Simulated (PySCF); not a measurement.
**Relaxation of singlet WS₃**

All numbers come from PBE0 in PySCF with W def2-SVP with ECP60, S def2-SVP; scalar-relativistic core potentials, no spin–orbit coupling; density-fitted integrals. A (50,194) grid was used.

A start displaced from a saddle point along its imaginary mode, of C3v symmetry, held to at least that symmetry:

```xyz
4
charge 0 multiplicity 1, angstrom
W     0.0000   -0.0626    0.0000
S    -0.0007    0.1200    2.1539
S     1.8657    0.1200   -1.0764
S    -1.8650    0.1200   -1.0776
```

**Question.** What does it relax to?

**Answer.** It ends at C3v with W–S 2.133 Å (×3); S–W–S 107.3° (×3) (after a last refinement on a finer grid). A frequency run shows a minimum. Other isomers or separated fragments may lie lower.

**Question.** How much energy is released, and in how many steps?

**Answer.** 76.4 kJ/mol in 6 steps.

Stability towards spin polarisation was not tested. No spin–orbit coupling is included, which matters more the heavier the element.

The relaxation took roughly 90 core-seconds on a shared host.
